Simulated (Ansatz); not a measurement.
```yaml
crystal:
  periodic: [false, false, false]
  atoms:
    - {symbol: In, position_ang: [0.388639, 0.493067, -0.109106]}
    - {symbol: H, position_ang: [2.090418, 0.419948, -0.319170]}
    - {symbol: H, position_ang: [-0.782475, 1.761153, -0.110323]}
    - {symbol: O, position_ang: [-0.366180, -1.352389, 0.208915]}
    - {symbol: H, position_ang: [-1.330401, -1.321779, 0.329684]}
basis:
  gaussian: {orbitals: def2-SVPD, point_charges: [{charge: 2.00, position_ang: [6.545, -0.139, -0.961]}]}
magnetization: {spin_polarized: false, initial_magnetization: 2}
hamiltonian: {xc: {name: SPW92}}
scf: {lower_state_search: full}
```

```sh
$ ansatz run in.yaml --threads 4 --pin off --events-out ev --progress --plain --max-ram 3916MiB
```

It prints (some lines left out):

```
Functional definition: SPW92
730 factors; their error is unknown
mean field evaluation 1: about -7228.4940 eV, gradient 6.8e1 eV
mean field evaluation 2: about -7052.0233 eV, gradient 1.8e2 eV
mean field evaluation 4: about -7231.1025 eV, gradient 4.1e1 eV
mean field evaluation 8: about -7238.7921 eV, gradient 1.3e1 eV
mean field evaluation 16: about -7239.4270 eV, gradient 3.0e-1 eV
mean field evaluation 32: about -7239.4182 eV, gradient 4.7e-6 eV
mean field evaluation 64: about -7239.3883 eV, gradient 1.8e0 eV
mean field evaluation 96: about -7194.7160 eV, gradient 5.2e1 eV
mean field evaluation 128: about -7239.3030 eV, gradient 6.1e-1 eV
mean field evaluation 160: about -7206.9624 eV, gradient 8.5e1 eV
mean field evaluation 192: about -7239.2064 eV, gradient 4.8e0 eV
mean field evaluation 224: about -7238.5486 eV, gradient 1.6e1 eV
mean field -7239.41857141 eV, -266.0437254451 hartree, gradient 1.0e-5 eV, S^2 2.000000; 21 other end points of the search recorded, 0 dependent functions left out
reference -7239.41861196 eV, -266.0437269354 hartree; 17, 15 occupied and 62, 64 virtual orbitals, 730 factors
Total energy: -7239.41861196 eV, -266.0437269354 hartree
```

Run time 3 s (4 threads of Arm Neoverse V2 on a shared host).

In the def2 sets In takes a core potential; there is no spin–orbit coupling.

With spin_polarized false and unpaired electrons the run is restricted open-shell.
